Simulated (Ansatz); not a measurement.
`FC(F)(F)c1ccc(-c2ccc(-c3ccc(-c4ccc(C(F)(F)F)cc4)cc3)cc2)cc1` with charge +1. Charge 1, multiplicity 2. Geometry r2SCAN-D4/def2-SVP, that of the neutral singlet; atoms count from 1.

```tsv
atom	x (Å)	y (Å)	z (Å)
F1	-8.120	3.780	4.440
C2	-6.913	4.335	4.637
F3	-6.682	4.342	5.964
F4	-6.999	5.626	4.257
C5	-5.825	3.615	3.894
C6	-6.118	2.584	2.996
C7	-5.085	1.945	2.310
C8	-3.743	2.322	2.503
C9	-2.650	1.644	1.773
C10	-1.513	2.353	1.343
C11	-0.486	1.716	0.651
C12	-0.546	0.339	0.365
C13	0.545	-0.339	-0.366
C14	0.908	-1.666	-0.068
C15	1.938	-2.303	-0.755
C16	2.647	-1.644	-1.777
C17	3.738	-2.323	-2.510
C18	4.594	-3.231	-1.855
C19	5.622	-3.870	-2.543
C20	5.815	-3.616	-3.907
C21	6.921	-4.334	-4.627
F22	7.064	-3.911	-5.894
F23	6.700	-5.663	-4.670
F24	8.104	-4.163	-4.007
C25	4.976	-2.719	-4.575
C26	3.950	-2.080	-3.880
C27	2.283	-0.318	-2.078
C28	1.258	0.321	-1.386
C29	-1.682	-0.371	0.799
C30	-2.712	0.267	1.485
C31	-3.468	3.364	3.412
C32	-4.495	4.003	4.101
H33	-7.156	2.289	2.829
H34	-5.327	1.159	1.590
H35	-1.441	3.427	1.538
H36	0.390	2.293	0.344
H37	0.386	-2.201	0.731
H38	2.186	-3.339	-0.508
H39	4.469	-3.414	-0.784
H40	6.287	-4.562	-2.018
H41	5.122	-2.529	-5.641
H42	3.282	-1.401	-4.417
H43	2.826	0.227	-2.856
H44	0.989	1.346	-1.655
H45	-1.768	-1.439	0.577
H46	-3.575	-0.316	1.820
H47	-2.431	3.655	3.602
H48	-4.265	4.800	4.815
```

Single mean-field runs in def2-TZVP are fitted with def2-universal-jkfit.

Estimate the Mulliken populations of the heavy atoms from the PBE0/def2-TZVP orbitals of Ansatz.


```tsv
atom	charge (e)	spin (α − β)
F1	-0.15	0.00
C2	0.44	0.00
F3	-0.15	0.00
F4	-0.15	0.00
C5	0.09	0.10
C6	-0.17	-0.04
C7	-0.18	0.06
C8	0.16	0.01
C9	0.22	0.16
C10	-0.19	-0.01
C11	-0.18	0.04
C12	0.19	0.11
C13	0.19	0.11
C14	-0.18	0.04
C15	-0.19	-0.01
C16	0.22	0.16
C17	0.16	0.01
C18	-0.19	0.06
C19	-0.19	-0.04
C20	0.09	0.10
C21	0.44	0.00
F22	-0.15	0.00
F23	-0.15	0.00
F24	-0.15	0.00
C25	-0.17	-0.04
C26	-0.18	0.06
C27	-0.19	-0.01
C28	-0.18	0.04
C29	-0.18	0.04
C30	-0.19	-0.01
C31	-0.19	0.06
C32	-0.19	-0.04
```
Mulliken values depend strongly on the basis.

Where does the spin sit?

Summed by element: F 0.01, C 1.01, H -0.02, of 1 unpaired in all. Largest on single atoms: C9 0.16, C16 0.16, C12 0.11.

And the Mayer bond orders between heavy atoms (over 0.3)?

F1–C2 1.16 (1.34 Å); C2–F3 1.16 (1.35 Å); C2–F4 1.16 (1.35 Å); C2–C5 1.00 (1.50 Å); C5–C6 1.36 (1.40 Å); C5–C32 1.35 (1.40 Å); C6–C7 1.45 (1.39 Å); C7–C8 1.32 (1.41 Å); C8–C9 0.94 (1.48 Å); C8–C31 1.31 (1.41 Å); C9–C10 1.31 (1.41 Å); C9–C30 1.30 (1.41 Å); C10–C11 1.52 (1.39 Å); C11–C12 1.29 (1.41 Å); C12–C13 0.98 (1.48 Å); C12–C29 1.29 (1.41 Å); C13–C14 1.29 (1.41 Å); C13–C28 1.29 (1.41 Å); C14–C15 1.52 (1.39 Å); C15–C16 1.31 (1.41 Å); C16–C17 0.94 (1.48 Å); C16–C27 1.30 (1.41 Å); C17–C18 1.31 (1.41 Å); C17–C26 1.32 (1.41 Å); C18–C19 1.49 (1.39 Å); C19–C20 1.35 (1.40 Å); C20–C21 1.00 (1.50 Å); C20–C25 1.36 (1.40 Å); C21–F22 1.16 (1.34 Å); C21–F23 1.16 (1.35 Å); C21–F24 1.16 (1.35 Å); C25–C26 1.45 (1.39 Å); C27–C28 1.52 (1.39 Å); C29–C30 1.52 (1.39 Å); C31–C32 1.49 (1.39 Å).
